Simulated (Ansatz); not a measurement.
The atomisation energy (no zero-point term) down a group: O to Se

All atoms of one element are swapped for its congeners: Sn(OH)4; Sn(SH)4; Sn(SeH)4. All are singlets with charge 0.

Shapes, held fixed at every level: PBE0-D4/def2-TZVP. Flexible molecules stand in one conformer, not always the lowest. Programs: Ansatz 0.2.0. Values in eV.

```csv
level,Sn(OH)4,Sn(SH)4,Sn(SeH)4
HF/def2-SVP,19.44,16.68,14.64
HF/def2-TZVPP,20.36,17.21,14.87
r2SCAN-D4/def2-TZVPP,32.67,26.21,23.69
PBE0-D4/def2-TZVPP,32.03,25.99,23.41
wB97M-V/def2-TZVPP,32.68,26.27,23.10
wB97X-V/def2-TZVPP,32.77,26.37,23.66
CCSD(T)/def2-TZVPP,31.87,25.11,22.80
```

At CCSD(T)/def2-TZVPP the atomisation energy falls at every step, from 31.87 to 22.80 eV. Every level shows the same order. For atoms past krypton def2 sets carry core potentials with scalar relativity. Relativity is left out for Se. Outer-core shells of Se, Sn are correlated, in sets that cover them unevenly. Spin-orbit coupling, which grows down the group, is left out (summed over each molecule's free atoms 0.34, 0.40, 0.77 eV). Coupled cluster in double- or triple-zeta sets underbinds by a few per cent against its basis-set limit.
